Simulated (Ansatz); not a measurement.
# How methods differ on [CuH2]− (SMILES [H][Cu-][H])

The species is [CuH2]− (3 atoms), meant as a singlet with charge -1. SMILES: `[H][Cu-][H]`. The shape comes from GFN2-xTB, which is rough for such elements, and wasn't checked as a minimum.

```xyz
3

Cu    0.0002    0.0001    0.0000
H    -0.0176   -0.0217    1.5527
H     0.0174    0.0216   -1.5527
```

Each level gives the energy change with the Cu1–H3 bond stretched from 1.553 to 1.941 Å (eV). The values are calculated.

| level | kind | program | value (eV) | less FCI/STO-3G | CPU time (all runs) |
| --- | --- | --- | --- | --- | --- |
| HF/STO-3G (restricted) | Hartree–Fock | Ansatz | 1.60 | +0.41 | 0.59 s |
| SVWN5/STO-3G (restricted) | LDA | Ansatz | 1.45 | +0.26 | 38 s |
| revPBE/STO-3G (restricted) | GGA | Ansatz | 1.32 | +0.13 | 1.8 min |
| BHLYP/STO-3G (restricted) | global hybrid | Ansatz | 1.57 | +0.38 | 90 s |
| MP2/STO-3G (restricted) | perturbation theory | Ansatz | 1.50 | +0.31 | 2.4 s |
| FCI/STO-3G | exact in the basis | Ansatz | 1.19 | 0.00 | 40 s |

FCI/STO-3G is exact within its basis and frozen core, so for wave-function methods in that basis the difference is their error; functionals converge differently with the basis, so for them it is only a difference. Sets without diffuse functions describe the anion poorly. The first shape isn't each level's own minimum. The values span 1.19 to 1.60 eV. All rows use very small basis sets, so none should be taken for the real molecule's value. Times are those of the runs behind each value, whatever else they computed, on shared processors of several kinds: orders of magnitude only.
